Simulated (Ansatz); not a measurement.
Single points on W4.

```yaml
crystal:
  periodic: [false, false, false]
  atoms:
    - {symbol: W, position_ang: [2.780112, 1.331798, -0.568932]}
    - {symbol: W, position_ang: [-0.007952, -0.041107, -0.097715]}
    - {symbol: W, position_ang: [0.734733, 2.146255, 0.183726]}
    - {symbol: W, position_ang: [2.151908, -0.604346, 0.558921]}
basis:
  gaussian: {orbitals: def2-TZVP, initial_orbitals: start.molden}
magnetization: {spin_polarized: true, initial_magnetization: 2}
hamiltonian: {xc: pbe0, dispersion: d4}
scf: {omitted_lower_state_checks: [starts]}
output: {orbitals: {seedname: orbitals}}
```

The file start.molden holds the orbitals of an earlier run on this structure, at another level or in another basis.

```sh
$ ansatz run in.yaml --threads 4 --pin off --events-out ev --progress --plain --max-ram 3916MiB
```

Shortened log:

```
Functional definition: PBE0
  name "PBE0"
  cite "Adamo & Barone, J. Chem. Phys. 110, 6158 (1999) doi:10.1063/1.478522"
  cite "Perdew, Burke & Ernzerhof, Phys. Rev. Lett. 77, 3865 (1996) doi:10.1103/PhysRevLett.77.3865"
  parent pbe
  parameter a = 0.25
  parameter kappa = 0.804
  parameter beta = 0.06672455060314922
  exchange = (1 - a)*pbe_x(kappa = kappa, mu = beta*pi^2/3) + a*exact_x
  correlation = pbe_c(beta = beta)
these checks for a lower state are left out or cut short: starts
1600 factors; their error is unknown
mean field evaluation 1: about -7294.9704 eV, gradient 5.0e1 eV
mean field evaluation 2: about -7295.7546 eV, gradient 1.2e0 eV
mean field evaluation 4: about -7295.8083 eV, gradient 1.1e-1 eV
mean field evaluation 8: about -7295.8084 eV, gradient 2.3e-5 eV
mean field -7295.80838851 eV, -268.1160130011 hartree, gradient 3.1e-5 eV, S^2 3.433558; 0 other end points of the search recorded, 0 dependent functions left out
reference -7295.80841584 eV, -268.1160140054 hartree; 29, 27 occupied and 131, 133 virtual orbitals, 1600 factors
Total energy: -7296.02920511 eV, -268.1241278615 hartree
Checks for a lower state left out: starts
```

It took 8 s on 4 threads of Arm Neoverse V2 on a shared host, peak host memory 0.64 GiB.

First input, but with `hamiltonian: {xc: pbe, dispersion: d4}` (abridged; 6.5 s):

```
Functional definition: PBE
mean field evaluation 16: about -7303.3538 eV, gradient 5.1e-6 eV
mean field -7303.35379158 eV, -268.3933014496 hartree, gradient 4.9e-6 eV, S^2 2.358082
Total energy: -7303.61229313 eV, -268.4028012064 hartree
Checks for a lower state left out: starts
```

The first input with `hamiltonian: {xc: {name: B97M-V}}` (abridged; 21 s):

```
Functional definition: B97M-V
mean field -7296.07630431 eV, -268.1258587251 hartree, gradient 2.6e-5 eV, S^2 2.927572
Total energy: -7296.07635575 eV, -268.1258606157 hartree
Checks for a lower state left out: starts
```

First input, but with `hamiltonian: {xc: {text: "exchange = 0.65*pbe_x + 0.35*exact_x\ncorrelation = pbe_c"}}` (abridged; 7.5 s):

```
Functional definition: unnamed
mean field -7293.04027554 eV, -268.0142867257 hartree, gradient 2.1e-5 eV, S^2 4.014499
Total energy: -7293.04029946 eV, -268.0142876048 hartree
Checks for a lower state left out: starts
```

As the first input, with `hamiltonian: {xc: {name: wB97X-V}}` (abridged; 69 s):

```
Functional definition: wB97X-V
mean field -7289.59761717 eV, -267.8877713642 hartree, gradient 5.2e-6 eV, S^2 3.651645
Total energy: -7289.59761685 eV, -267.8877713524 hartree
Checks for a lower state left out: starts
```

The first input with `hamiltonian: {xc: {text: "exchange = 0.95*pbe_x + 0.05*exact_x\ncorrelation = pbe_c"}}` (abridged; 7 s):

```
Functional definition: unnamed
mean field -7301.78294188 eV, -268.3355737877 hartree, gradient 2.4e-5 eV, S^2 2.503754
Total energy: -7301.78297581 eV, -268.3355750347 hartree
Checks for a lower state left out: starts
```

As the first input, with `hamiltonian: {xc: {text: "exchange = 0.90*pbe_x + 0.10*exact_x\ncorrelation = pbe_c"}}` (abridged; 6.5 s):

```
Functional definition: unnamed
mean field -7300.23975331 eV, -268.2788626538 hartree, gradient 2.4e-5 eV, S^2 2.687503
Total energy: -7300.23978560 eV, -268.2788638404 hartree
Checks for a lower state left out: starts
```

Geometry: PBE0-D4/def2-SVP.

In the def2 sets W takes a core potential; there is no spin–orbit coupling. At PBE0-D4/def2-TZVP, PBE-D4/def2-TZVP, B97M-V/def2-TZVP, PBE with 35 % exact exchange/def2-TZVP and others the charge 0 triplet is spin-contaminated (final ⟨S²⟩ up to 4.01, 2.00 for a pure state). The geometry of the triplet was relaxed on an unsound state (⟨S²⟩ 3.38, where a pure state has 2.00). At PBE0-D4/def2-TZVP a broken-symmetry singlet of charge 0 lies 0.39 eV below the triplet, each at its own geometry. Another isomer (singlet) lies 0.08 eV lower at PBE0-D4/def2-TZVP.
